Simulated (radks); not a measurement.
Values are calculated unless marked as measured or tabulated.
Question: The mean radii <r> (bohr) of the occupied orbitals of an atom or ion are listed with their occupations. Level of theory: scalar-relativistic Kohn-Sham, PBE, spin-polarised, spherical densities, finite nucleus; Fermi nuclear charge, rms radius of each element as measured or else 0.836 A^(1/3) + 0.57 fm (a radial shooting solver on a logarithmic mesh with Libxc functionals).

| orbital | occ. | <r> |
|---|---|---|
| 1s up | 1 | 0.02037 |
| 1s down | 1 | 0.02037 |
| 2s up | 1 | 0.08647 |
| 2s down | 1 | 0.08647 |
| 2p up | 3 | 0.07672 |
| 2p down | 3 | 0.07672 |
| 3s up | 1 | 0.2254 |
| 3s down | 1 | 0.2253 |
| 3p up | 3 | 0.2245 |
| 3p down | 3 | 0.2245 |
| 3d up | 5 | 0.2038 |
| 3d down | 5 | 0.2037 |
| 4s up | 1 | 0.5082 |
| 4s down | 1 | 0.5082 |
| 4p up | 3 | 0.5390 |
| 4p down | 3 | 0.5391 |
| 4d up | 5 | 0.5837 |
| 4d down | 5 | 0.5840 |
| 5s up | 1 | 1.251 |
| 5s down | 1 | 1.255 |
| 5p up | 3 | 1.492 |
| 5p down | 3 | 1.495 |
| 4f up | 7 | 0.8208 |
| 6s up | 1 | 3.601 |
| 4f down | 5 | 0.8345 |

Name the element and its charge. Open shells, if any, are filled with parallel spins first.

Answer: Z = 68, erbium, charge +1: Er+ in [Xe] 4f12 6s1. The 1s radius gives Z: for a bare nucleus <r> = (2 gamma + 1)/(2Z) with gamma = sqrt(1 - (Z/c)^2), 0.02012 bohr for Z = 68, and screening makes it slightly larger (0.02037 here). The occupations add up to 67, and the charge is Z minus that.
